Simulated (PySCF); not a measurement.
C₃H₂F₃, SMILES [C](F)(/C=C/F)F, multiplicity 2.

Geometry optimised at PBE0-D3(BJ)/def2-SVP. The isomer is the one that the SMILES or the coordinates give; other isomers of the formula were not compared. Other conformers were not sampled.

Two levels are set side by side: PBE/def2-TZVP (PySCF) and B3LYP/def2-TZVP (PySCF). Same geometry, gas phase. Differences are taken from unrounded values.

```
quantity                      PBE
---------------------------  ----
α-spin orbital gap (eV)      4.03
β-spin orbital gap (eV)      4.44
dipole moment (D)            0.16
mean polarisability (bohr³)  40.7
```

Problem. These are the PBE values. What does B3LYP give? (Estimate from the structure and the level; the computed values follow.)

Solution. 
| quantity | B3LYP | PBE minus B3LYP |
|---|---|---|
| α-spin orbital gap (eV) | 5.81 | -1.78 |
| β-spin orbital gap (eV) | 6.25 | -1.81 |
| dipole moment (D) | 0.10 | 0.06 |
| mean polarisability (bohr³) | 39.4 | 1.3 |

Loosely held outer electrons make PBE densities more polarisable. Differences between two approximate levels are no errors against the true value.

Rough cost on one machine, each run with all the roots and properties that it gave: B3LYP against PBE within a factor of 2.
